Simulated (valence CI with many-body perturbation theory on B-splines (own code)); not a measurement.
## Missing levels of Pb LXXVI

Level of theory: relativistic CI+MBPT: five valence electrons over a frozen Dirac-Fock core [He], a basis of 9 s, 9 p, 8 d, 6 f, 3 g, 1 h functions for each j, with the one-electron correlation potential Σ1, the two-electron term Σ2, the three-electron term Σ3, Breit, model QED; selected CI, second order for the rest (own B-spline code, finite nucleus).

The last digits are not significant, and no measured levels were compared; by estimate large intervals hold to a few tenths of a per cent, small ones and those within an open d or f shell to about a per cent. Among the levels kept, up to 1100 cm⁻¹ of a level comes from second order outside the variational space, and about a tenth of that is noise between levels of different J, which matters for small intervals.

| Level | E (eV) |
| --- | --- |
| (2s^2 2p1/2^2 2p3/2) J=3/2 | 0.0 |
| (2s^2 2p1/2 2p3/2^2) J=3/2 | ? |
| (2s^2 2p1/2 2p3/2^2) J=5/2 | ? |
| (2s^2 2p1/2 2p3/2^2) J=1/2 | 2339.4 |
| (2s 2p1/2^2 2p3/2^2) J=5/2 | ? |
| (2s 2p1/2^2 2p3/2^2) J=1/2 | 2786.4 |
| (2s 2p1/2^2 2p3/2^2) J=3/2 | 2787.6 |
| (2s^2 2p3/2^3) J=3/2 | 4599.1 |
| (2s 2p1/2 2p3/2^3) J=3/2 [a] | 4949.8 |
| (2s 2p1/2 2p3/2^3) J=5/2 | 4992.8 |
| (2s 2p1/2 2p3/2^3) J=1/2 | 5072.2 |
| (2s 2p1/2 2p3/2^3) J=3/2 [b] | ? |
| (2p1/2^2 2p3/2^3) J=3/2 | 5530.7 |
| (2s 2p3/2^4) J=1/2 | 7348.2 |
| (2p1/2 2p3/2^4) J=1/2 | 7819.3 |
| (2s^2 2p1/2^2 3s) J=1/2 | ? |
| (2s^2 2p1/2^2 3p1/2) J=1/2 | 10935.3 |
| (2s^2 2p1/2^2 3p3/2) J=3/2 | ? |
| (2s^2 2p1/2^2 3d3/2) J=3/2 | 11718.0 |
| (2s^2 2p1/2^2 3d5/2) J=5/2 | 11896.9 |

Levels are named by their leading jj configuration (3d3/2^4 stands for four electrons in 3d with j = 3/2), which in mixed levels can hold well under half, so a name can repeat and another be missing. Letters in brackets count levels of one name in rising energy.

(1) The levels stand in rising order. What does the calculation give for the missing energies?

Results:

(1) (2s^2 2p1/2 2p3/2^2) J=3/2 2253.4; (2s^2 2p1/2 2p3/2^2) J=5/2 2276.2; (2s 2p1/2^2 2p3/2^2) J=5/2 2663.3; (2s 2p1/2 2p3/2^3) J=3/2 [b] 5078.6; (2s^2 2p1/2^2 3s) J=1/2 10810.7; (2s^2 2p1/2^2 3p3/2) J=3/2 11616.4.
